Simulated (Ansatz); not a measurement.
The geometry has D3h symmetry (within 0.05 Å) and had no frequency check at the DFT level, so a distortion to lower symmetry isn't ruled out.

Species: silicon carbide flake of 1 rings (benzene shape) `c1[siH]c[siH]c[siH]1` (charge 0, multiplicity 1), formula C$_{3}$H$_{6}$Si$_{3}$.

Problem. How many basis functions does frozen-core CCSD(T)/def2-SVP // B3LYP-D3(BJ)/def2-SVP (Ansatz, a quantum-chemistry and plane-wave program) use, how many core orbitals are frozen, and how many electrons are correlated?

Solution. 126 basis functions and 18 frozen orbitals, which leaves 30 correlated electrons. Core time is of the order of seconds.
